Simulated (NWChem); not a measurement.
System: C4H7O, doublet; SMILES [CH]1CCOC1

Here is an NWChem input.

```
start job
memory heap 200 mb stack 900 mb global 1100 mb
geometry units angstroms noautoz
  C     -1.193416     0.344311    -0.056640
  C     -0.050149     1.277289     0.131176
  C      1.127736     0.345665    -0.172849
  O      0.705870    -0.937680     0.223129
  C     -0.670792    -1.051576    -0.058203
  H     -2.247423     0.618821    -0.111516
  H     -0.082690     2.163538    -0.524616
  H      0.001985     1.654837     1.173054
  H      2.048494     0.590464     0.376817
  H      1.358763     0.369769    -1.258159
  H     -1.134220    -1.704621     0.705692
  H     -0.840231    -1.550485    -1.041005
end
basis spherical
  C library aug-pcseg-1
  O library aug-pcseg-1
  H library aug-pcseg-1
end
dft
  odft
  mult 2
  xc b3lyp
  iterations 150
  semidirect filesize 400000000
  mulliken
end
task dft energy
```

Output (shortened):

```
             Northwest Computational Chemistry Package (NWChem) 7.3.0
             --------------------------------------------------------

 C1  symmetry detected

                             Geometry "geometry" -> ""
                             -------------------------

 Output coordinates in angstroms (scale by  1.889725989 to convert to a.u.)

  No.       Tag          Charge          X              Y              Z
 ---- ---------------- ---------- -------------- -------------- --------------
    1 C                    6.0000    -1.21390030     0.26646806    -0.03903023
    2 C                    6.0000    -0.12790257     1.26687256     0.14147461
    3 C                    6.0000     1.10055867     0.41338861    -0.19051285
    4 O                    8.0000     0.76548051    -0.89756507     0.19790312
    5 C                    6.0000    -0.60574706    -1.09411313    -0.06367302
    6 H                    1.0000    -2.28364883     0.47539430    -0.07488804
    7 H                    1.0000    -0.22577453     2.15581092    -0.50410189
    8 H                    1.0000    -0.08278599     1.63662817     1.18647006
    9 H                    1.0000     2.01294939     0.70956413     0.34770439
   10 H                    1.0000     1.31240689     0.46253423    -1.27888655
   11 H                    1.0000    -1.01558396    -1.78223716     0.70005984
   12 H                    1.0000    -0.75945953    -1.59287062    -1.04913381

 Effective nuclear repulsion energy (a.u.)     182.2253597594

                                 NWChem DFT Module
                                 -----------------

 Summary of "ao basis" -> "ao basis" (spherical)
 ------------------------------------------------------------------------------
       Tag                 Description            Shells   Functions and Types
 ---------------- ------------------------------  ------  ---------------------
 C                        aug-pcseg-1                9       23   4s3p2d
 O                        aug-pcseg-1                9       23   4s3p2d
 H                        aug-pcseg-1                5        9   3s2p

            General Information
            -------------------
          SCF calculation type: DFT
          Wavefunction type:  spin polarized.
          No. of atoms     :    12
          No. of electrons :    39
           Alpha electrons :    20
            Beta electrons :    19
          Charge           :     0
          Spin multiplicity:     2
          Use of symmetry is: off; symmetry adaption is: off
          Maximum number of iterations: 150
          AO basis - number of functions:   178
                     number of shells:    80
          Convergence on energy requested:  1.00D-06
          Convergence on density requested:  1.00D-05
          Convergence on gradient requested:  5.00D-04

              XC Information
              --------------
                         B3LYP Method XC Potential
                     Hartree-Fock (Exact) Exchange  0.200
                        Slater Exchange Functional  0.800 local
                    Becke 1988 Exchange Functional  0.720 non-local
              Lee-Yang-Parr Correlation Functional  0.810
                  VWN I RPA Correlation Functional  0.190 local

             Grid Information
             ----------------
          Grid used for XC integration:  medium
          Radial quadrature: Mura-Knowles
          Angular quadrature: Lebedev.
          Tag              B.-S. Rad. Rad. Pts. Rad. Cut. Ang. Pts.
          ---              ---------- --------- --------- ---------
          C                   0.70       49          15.0       434
          O                   0.60       49          14.0       434
          H                   0.35       45          16.0       434
          Grid pruning is: on
          Number of quadrature shells:   560
          Spatial weights used:  Erf1

      Superposition of Atomic Density Guess
      -------------------------------------

 Sum of atomic energies:        -228.83027093

      Non-variational initial energy
      ------------------------------

 Total energy =    -232.142875
 1-e energy   =    -669.251481
 2-e energy   =     254.883247
 HOMO         =      -0.128705
 LUMO         =       0.020500

------------------------------------------------------------
EAF file 0: "./job.aoints.0" size=912261120 bytes
------------------------------------------------------------
               write      read    awrite     aread      wait
               -----      ----    ------     -----      ----
     calls:     1740         0         0         0         0
   data(b): 9.12e+08  0.00e+00  0.00e+00  0.00e+00
   time(s): 0.00e+00  0.00e+00  0.00e+00  0.00e+00  0.00e+00
rate(mb/s): 0.00e+00  0.00e+00
------------------------------------------------------------

     ---------------------------------------------
      Total Density - Mulliken Population Analysis
     ---------------------------------------------

    Atom       Charge   Shell Charges
 -----------   ------   -------------------------------------------------------
    1 C    6     6.76   2.00  0.80  0.51  0.30  1.92  1.24 -0.11  0.03  0.07
    2 C    6     6.54   2.00  0.79  0.31  0.09  2.04  1.38 -0.10  0.04  0.00
    3 C    6     5.73   2.00  0.77  0.24  0.07  1.82  0.83 -0.05  0.06 -0.02
    4 O    8     9.55   2.00  0.91  0.96  0.21  3.04  2.11  0.23  0.02  0.08
    5 C    6     5.31   2.00  0.77  0.16 -0.05  1.83  0.78 -0.11  0.06 -0.11
    6 H    1     1.05   0.69  0.21  0.01  0.02  0.11
    7 H    1     0.66   0.69 -0.12  0.01  0.02  0.06
    8 H    1     0.64   0.69 -0.13  0.01  0.02  0.06
    9 H    1     0.79   0.72  0.01  0.00  0.02  0.04
   10 H    1     0.69   0.72 -0.08 -0.00  0.02  0.04
   11 H    1     0.67   0.70 -0.08  0.00  0.02  0.03
   12 H    1     0.62   0.70 -0.11 -0.01  0.02  0.02

[...]
```

Level: B3LYP/aug-pcseg-1, spin-unrestricted. Structure relaxed at the PBE0/def2-SVP, spin-unrestricted level. No frequency run checked for a minimum. No stability test was run on the SCF state.
